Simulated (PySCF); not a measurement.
All values below come from PBE-D3(BJ)/def2-TZVP // CAM-B3LYP-D3(BJ)/def2-TZVP (PySCF). Gas-phase values, no solvent. One relaxed conformer stands for a flexible species; it need not be the lowest. Delta-SCF ions had no search for a lower state. Excitations are Tamm–Dancoff values on a coarser integration grid. The basis has no diffuse functions, so Rydberg states are missing or too high.

Reference species (SMILES): `C=C(Cl)/C=C/[SiH3]` (Cl–C–C–C torsion 0°) (neutral, multiplicity 1).

| Property | Value |
|---|---|
| brightest of the four lowest singlets (TDA) | 5.63 eV |
| vertical ionisation energy (Delta-SCF) | 8.81 eV |
| HOMO | -6.19 eV |
| T1 excitation (TDA) | 3.11 eV |

Changed species: `C(/C=C)=C(\Cl)[SiH3]` (C–C–C–C torsion 180°).

Problem. Give the shifts of the brightest of the four lowest singlets (TDA), vertical ionisation energy (Delta-SCF), HOMO and T1 excitation (TDA).

Solution. the brightest of the four lowest singlets (TDA) drops by 0.39 eV, to 5.24 eV; the vertical ionisation energy (Delta-SCF) falls by 0.27 eV, to 8.54 eV; the HOMO rises by 0.30 eV, to -5.89 eV; the T1 excitation (TDA) decreases by 0.13 eV, to 2.98 eV.
